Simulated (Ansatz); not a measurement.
Reaction (atomization): `CC#[N+][Al-]([Cl])([Cl])[Cl]` → Al• + 2 C• + 3 Cl• + 3 H• + N•

Computed with Ansatz on PBE0-D4/def2-TZVP structures; ΔE is electronic, products minus reactants. CBS: MP2 limit from def2 TZ/QZ plus the TZ coupled-cluster correction, frozen cores. This one scheme is used for every species, atoms too. For atomizations the MP2-based limit and the directly extrapolated one differ by several kJ/mol either way, and by 10 to 25 for some Ge, Se and Sn compounds, so smaller differences from it don't rank the levels. DFT in def2-TZVPP. B3LYP here is the variant with VWN-RPA as its local correlation; programs differ in this. HSE06 is defined as in plane-wave codes. No spin–orbit coupling; open shells (•) take unrestricted orbitals. Spin–orbit coupling would lower the free atoms: a little for Al, C, Cl.

`CC#[N+][Al-]([Cl])([Cl])[Cl]`:

```xyz
10

C     0.729    0.711   -1.992
C     0.261    0.253   -0.711
N    -0.111   -0.110    0.305
Al   -0.754   -0.735    2.060
Cl   -0.844    1.074    3.136
Cl    0.779   -2.072    2.611
Cl   -2.603   -1.602    1.539
H    -0.110    0.765   -2.688
H     1.176    1.701   -1.884
H     1.477    0.015   -2.376
```

```
             level  ΔE (eV)  difference from CCSD(T)/CBS
       LDA (SPW92)    47.01                         5.59
            PBE-D4    42.32                         0.90
           BLYP-D4    41.12                        -0.30
          B3LYP-D4    41.11                        -0.31
        r2SCANh-D4    41.30                        -0.12
          HSE06-D4    41.56                         0.14
          BHLYP-D4    39.95                        -1.47
            B2PLYP    40.89                        -0.53
               PBE    42.01                         0.59
           r2SCAN0    40.74                        -0.68
             BHLYP    39.52                        -1.90
      MP2/def2-SVP    40.22                        -1.20
  CCSD(T)/def2-SVP    39.08                        -2.34
CCSD(T)/def2-TZVPP    40.16                        -1.26
SCS-MP2/def2-QZVPP    41.83                         0.41
    CCSD/CBS(def2)    40.64                        -0.78
       CCSD(T)/CBS    41.42                            0
```

Largest T1 diagnostic among the species: 0.018.

Leaving LDA and LC-ωPBE aside and taking each functional with its dispersion term where it has one, the values spread over 2.37 eV, from BHLYP-D4 to PBE-D4. LDA lies +5.01 eV from PBE without D4, its usual overbinding. The D4 term adds +0.51 eV with B3LYP and +0.27 eV with PBE0; it sums over pairs of atoms, weighted by their polarisabilities, and B3LYP, whose exchange is more repulsive, gets the larger term.
